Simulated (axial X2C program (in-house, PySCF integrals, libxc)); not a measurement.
RuB⁻: properties at the nuclei

Calculated with an in-house all-electron X2C program for linear molecules (integrals from PySCF): two-component X2C with atomic mean-field Coulomb and Gaunt terms, Gaussian nuclei, basis Ru dyall-acv3z, B dyall-av3z with contracted cores.

R = 1.719 Å (near the PBE0 minimum at charge -1 of the determinant lowest at the starting distance; the state shown can have its own minimum elsewhere).

Determinant lowest in the PBE0 search, Ω = 3 (⟨Sz⟩ = 1.00, ⟨Lz⟩ = 2.00 at PBE0), spin on the atoms Ru 1.10, B -0.10:

| level | Eeff magnitude (GV/cm) | Ws magnitude Ru (kHz) | A∥/gI Ru (MHz) | qzz Ru (a.u.) | A∥/gI B (MHz) | qzz B (a.u.) |
| --- | --- | --- | --- | --- | --- | --- |
| PBE0 | 2.88 | 0.509 | 731 | -0.22 | 9.32 | -0.13 |
| HF | 3.18 | 0.62 | 407 | 0.89 | 8.3 | 0.06 |
| LDA | 2.92 | 0.502 | 801 | -0.55 | 14.6 | -0.13 |
| r2SCAN | 3.29 | 0.582 | 769 | -0.40 | 12.1 | -0.13 |
| BHandHLYP | 2.96 | 0.526 | 673 | 0.15 | 8 | -0.12 |

Determinant 0.22 eV from it at PBE0 and this distance, Ω = 1 (⟨Sz⟩ = -1.00, ⟨Lz⟩ = 2.00 at PBE0), spin on the atoms Ru -1.10, B 0.10:

```tsv
level	Eeff magnitude (GV/cm)	Ws magnitude Ru (kHz)	A∥/gI Ru (MHz)	qzz Ru (a.u.)	A∥/gI B (MHz)	qzz B (a.u.)
PBE0	2.92	1.52	-333	-0.34	-20.1	-0.13
HF	3.17	1.85	597	0.81	-23.2	0.07
LDA	2.96	1.5	-532	-0.68	-34.2	-0.13
r2SCAN	3.34	1.74	-426	-0.54	-26.8	-0.13
BHandHLYP	2.99	1.57	-187	0.04	-18.8	-0.13
```

Eeff is the effective electric field on the electron electric dipole moment in this Ω state and Ws the scalar–pseudoscalar constant of the nucleus named (defined with the proton number Z and per Ω); A∥ (defined per Ω) follows by multiplying with gI = μI/(I μN); qzz is the electric field gradient, eQq0 = 234.96 MHz × Q/barn × qzz. The operators were transformed with the bare-nucleus X2C matrices; with these basis sets, hyperfine constants and field gradients can be off by tens of per cent, and where levels differ in sign neither size nor sign is settled.

Q: With gI(101Ru) = -0.2880, gI(11B) = 1.7924 (g factors from the IAEA table of nuclear moments by Stone), turn the PBE0 values of the first state into constants in MHz.

A: A∥(101Ru) = 731 × -0.2880 = -211 MHz; A∥(11B) = 9.32 × 1.7924 = 16.7 MHz.

Each state is one determinant with collinear spin, which with several unpaired electrons need not be a pure state. Unrestricted Hartree–Fock can overshoot spin polarisation at the nuclei. For an anion, determinants above electron detachment, or with a positive highest level, are held by the basis set. With several open shells hyperfine constants can be off by a factor of several. Open-shell Ω = 0 determinants with evenly filled partner blocks cannot be reached by this program, so the Ω shown need not be the lowest component. States lie within half an eV, so the first need not be the ground state. Further determinants of the search, some of them spin-mixed, are not shown. Where a field gradient or hyperfine factor spreads by more than a factor of two over the levels, a constant derived from it is not to be relied on. PBE0 term energies can be off by some tenths of an eV.
